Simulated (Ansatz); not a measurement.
Energy needed to pull apart CH$_{4}$SSe (SMILES C[Se]S), closed shell, into free ground-state atoms, from the structure below (displaced at random from a GFN2-xTB minimum); no zero-point or spin–orbit terms; open-shell atoms are treated unrestricted, in their ground-state multiplicity.

C1  (-0.885, 0.468, -0.263)
Se2  (0.519, 0.521, 1.166)
S3  (2.043, -0.659, 0.107)
H4  (-1.221, -0.619, -0.462)
H5  (-0.426, 0.993, -1.177)
H6  (-1.766, 0.969, 0.142)
H7  (1.667, -1.887, 0.634)
(Å)

Computed with Ansatz 0.2.0 (basis: def2-TZVPP); correlated methods freeze the cores. Filled d shells of the heavier atoms are correlated. The def2 sets are not built for correlating such inner shells, so the correlated values are less sure here.

| method | atomization energy (kJ/mol) |
| --- | --- |
| PBE-D4 | 2229 |
| r2SCAN-D4 | 2185 |
| PBE0-D4 | 2180 |
| r2SCAN0-D4 | 2145 |
| wB97X-V | 2181 |
| wB97M-V | 2176 |
| HF | ? |
| MP2 | ? |
| CCSD | 2073 |
| CCSD(T) | 2113 |

Task: What does HF give? (To be estimated.)

Result: By the calculation: 1505 kJ/mol, which is about 608 kJ/mol less than CCSD(T)/def2-TZVPP.

Task: What does MP2 give? (To be estimated.)

Result: The calculation gives: 2125 kJ/mol, which is about 12 kJ/mol more than CCSD(T)/def2-TZVPP.

In triple zeta the MP2 and coupled-cluster atomization energies are still short of their basis limit by a few kcal/mol a bond, whereas those of the functionals are nearly converged, so these differences are not deviations from converged CCSD(T).

No T1 diagnostic of these runs exceeds 0.011.

For scale, one of the runs: CCSD(T)/def2-TZVPP forces, 177 basis functions (an equivalent command: `ansatz run in.yaml --threads 4`). The run took 3.1 min on 4 CPU threads (shared host), with 2.9 GiB of host memory at its peak.
